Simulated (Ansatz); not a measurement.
(CdF2)n off (charge +1): gap (eV) at several levels, gas phase, relaxed structures; Ansatz. Clusters are the lowest isomers that short searches found in that spin, judged at the geometry's level. Core potentials for Cd in the def2 sets, no spin–orbit coupling. HOMO and LUMO are taken over both spins. The structures are stationary points that may keep the symmetry of their start.

```csv
species,state,geometry,PBE-D4/def2-SVP,PBE-D4/def2-TZVP,PBE0-D4/def2-SVP,PBE0-D4/def2-TZVP,BHLYP-D4/def2-TZVP
CdF2⁺,doublet,PBE-D4/def2-TZVP,0.18,0.23,1.36,1.34,3.12
Cd2F2⁺,doublet,r2SCAN-D4/def2-TZVP,0.83,0.84,2.79,2.80,4.32
Cd3F4⁺,doublet,r2SCAN-D4/def2-SVP,0.45,0.46,1.55,1.57,2.45
```

Problem. Estimate the column for r2SCAN-D4/def2-TZVP.

Solution. CdF2⁺ 0.37; Cd2F2⁺ 1.67; Cd3F4⁺ 0.65.

Over the 3 species that have every level, the mean is 0.49 at PBE-D4/def2-SVP, 0.51 at PBE-D4/def2-TZVP, 0.90 at r2SCAN-D4/def2-TZVP, 1.90 at PBE0-D4/def2-SVP, 1.91 at PBE0-D4/def2-TZVP, 3.30 at BHLYP-D4/def2-TZVP. Orbital gaps grow with the share of exact exchange and aren't one observable across functionals.
